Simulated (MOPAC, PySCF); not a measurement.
H₂BFS₂, SMILES `FB(S)S` (S–B–S–H torsion -180°, S–B–S–H torsion 180°), neutral singlet in the gas phase. 

Cartesian coordinates (Å):
```xyz
6

F      0.0202     1.3512    -0.1364
B      0.0004     0.0256    -0.0025
S     -1.5728    -0.8578     0.1643
S      1.5461    -0.9196     0.0154
H     -2.3355     0.2466     0.0913
H      2.3415     0.1540    -0.1320
```
Charge 0, spin multiplicity 1.

All levels are single points at this geometry (B3LYP-D3(BJ)/def2-TZVP); Pople sets use spherical d functions. Orbital energies aren't observables, and empty levels follow the basis.

```tsv
level	HOMO (eV)	LUMO (eV)	gap (eV)	dipole (D)	vertical IE, Delta-SCF (eV)
B3LYP-D3(BJ)/def2-TZVP in PySCF	-7.43	-0.56	6.88	0.69	9.77
PBE-D3(BJ)/def2-TZVP in PySCF	-6.49	-1.31	5.18	0.75	9.56
B3LYP/6-31G* in PySCF	-7.30	-0.23	7.06	1.34	9.70
BP86/6-31G* in PySCF	-6.45	-1.07	5.38	1.44	–
PBE/6-31G* in PySCF	-6.35	-0.99	5.35	1.46	9.48
HF/6-31G* in PySCF	-10.40	3.70	14.10	1.27	–
HF/STO-3G in PySCF	-7.27	8.12	15.39	1.18	–
PM3 in MOPAC	-9.70	-0.22	9.48	1.55	–
PM7 in MOPAC	-9.29	-1.69	7.60	1.11	–
```
